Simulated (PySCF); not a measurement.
# Hf: electron affinity

Hf- [Xe] 4f14 5d3 6s2 (4F) → Hf [Xe] 4f14 5d2 6s2 (3F), as a difference of total energies. All numbers are calculated (PySCF 2.14, a scalar-relativistic core potential, in def2-QZVPPD with the def2 core potential (60 electrons)). Correlated levels: valence and next inner shell: nothing frozen outside the core potential. The calculations carry no spin-orbit coupling.

```csv
method,electron affinity (eV)
UHF,-1.298
MP2 (valence and next inner shell),-0.670
SCS-MP2 (valence and next inner shell),-0.961
CCSD (valence and next inner shell),-0.596
CCSD(T) (valence and next inner shell),-0.463
```

The configuration of this anion was assumed by filling the next shell in order. It is not the known or likely ground configuration (Ca⁻, Sr⁻ and Ba⁻, for instance, bind a p electron), so these values are not the electron affinity of the element.

A negative affinity means that the anion lies above the atom at that level of theory.

The coupled-cluster amplitudes are large for Hf- (T1 above 0.03 or a double amplitude above 0.15), so a single reference is strained.
